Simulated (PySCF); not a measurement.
# Computed records: FH₅N₂Si, Al₂FH₃O, B₂ClH₃O

Calculation on a computer-drawn molecule: optimised geometry and harmonic frequencies of an isolated molecule of the commonest isotopes, restricted reference for singlets and unrestricted otherwise, frozen core in MP2. Program: PySCF 2.14.0.

Common to all runs: charge 0; multiplicity 1; method HF; basis cc-pV(D+d)Z.

(1) FH₅N₂Si

Start structure:
```xyz
9
FH5N2Si
N     -0.5247    -1.0126     1.6866
Si     0.3403    -0.0742     0.5961
N     -0.0676    -0.8654    -0.9142
F     -0.1788     1.3044     0.7916
H     -0.6426    -0.6091     2.6656
H     -0.4358    -2.0186     1.7368
H      1.7970     0.0009     0.5531
H     -1.0330    -1.1935    -1.0766
H      0.3704    -0.4540    -1.8314
```

- rotational constants: 6.915, 6.113, 3.74 GHz
- total energy: -500.3295 hartree
- convergence status largest gradient component: 2.748e-05 hartree/bohr

Drawn bonds:
```tsv
atom	other atom	order
1	2	1
2	3	1
2	4	1
1	5	1
1	6	1
2	7	1
3	8	1
3	9	1
```

Optimised structure:
```xyz
9
FH5N2Si
N     -0.4804    -1.0393     1.7602
Si     0.2919    -0.1434     0.5396
N     -0.1024    -0.8199    -0.9623
F     -0.2417     1.3669     0.7768
H     -0.6293    -0.6301     2.6627
H     -0.3474    -2.0298     1.8254
H      1.7581    -0.0200     0.5804
H     -1.0575    -1.0142    -1.1977
H      0.4339    -0.5923    -1.7776
```

Modes:
```tsv
frequency (cm⁻¹)	reduced mass (dalton)
227.1	1.6
267.2	1.706
289.9	1.785
363.8	1.697
398.3	1.372
418.7	1.754
466.3	1.586
781.9	1.902
839.7	2.01
853.4	1.405
890.5	2.324
949.4	2.149
996.2	1.774
1040	1.66
1684	1.125
1690	1.119
2347	1.04
3779	1.051
3787	1.051
3875	1.096
3883	1.096
```

(2) Al₂FH₃O

Start structure:
```xyz
7
Al2FH3O
F      0.5053     1.8690     0.5311
Al    -1.1562     1.5596     0.7824
O     -1.7972     0.0564     0.6654
Al    -2.5388    -1.5331     0.5188
H     -2.0972     2.6268     1.1923
H     -3.0978    -1.9140    -0.8855
H     -2.6390    -2.4250     1.7433
```

* rotational constants: 17.89, 1.836, 1.709 GHz
* total energy: -660.0823 hartree
* convergence status largest gradient component: 1.377e-05 hartree/bohr

Drawn bonds:
```tsv
atom	other atom	order
1	2	1
2	3	1
3	4	1
2	5	1
4	6	1
4	7	1
```

Optimised structure:
```xyz
7
Al2FH3O
F      0.4097     1.7046     0.5279
Al    -1.2111     1.5596     0.8155
O     -1.9100     0.0540     0.6684
Al    -2.5170    -1.5092     0.4930
H     -2.0013     2.8443     1.2105
H     -3.0430    -1.9609    -0.9209
H     -2.5482    -2.4527     1.7534
```

Modes:
```tsv
frequency (cm⁻¹)	reduced mass (dalton)
74.43	1.165
78.18	7.405
113.6	3.044
300.5	11.67
532.2	1.324
540	6.323
618.3	1.319
676.2	1.191
718	1.18
846.2	1.712
875.6	2.372
1126	16.59
2005	1.062
2014	1.023
2073	1.044
```

(3) B₂ClH₃O

Start structure:
```xyz
7
B2ClH3O
O     -3.3499    -1.4734     0.8020
B     -1.9781    -1.6797     0.9073
B     -0.7566    -0.6965     0.4123
Cl     0.0053     0.5110     1.3449
H     -3.6689    -0.6856     0.3223
H     -1.8157    -2.7276     1.4626
H     -0.2138    -0.8298    -0.6463
```

- rotational constants: 19.45, 2.514, 2.366 GHz
- total energy: -585.5537 hartree
- convergence status largest gradient component: 1.223e-05 hartree/bohr

Drawn bonds:
```tsv
atom	other atom	order
1	2	1
2	3	1
3	4	1
1	5	1
2	6	1
3	7	1
```

Optimised structure:
```xyz
7
B2ClH3O
O     -3.3501    -1.4345     0.8045
B     -2.0352    -1.7257     0.9099
B     -0.7439    -0.7403     0.3534
Cl    -0.1530     0.5884     1.3709
H     -3.5522    -0.6047     0.4002
H     -1.7862    -2.7766     1.4451
H     -0.1570    -0.8881    -0.6789
```

Modes:
```tsv
frequency (cm⁻¹)	reduced mass (dalton)
54.87	2.953
192.3	3.068
312.8	2.205
622.4	2.442
723.5	1.839
821	1.958
895.8	2.033
943.5	1.633
1086	1.17
1147	1.445
1253	1.459
1434	5.212
2667	1.09
2736	1.094
4163	1.067
```
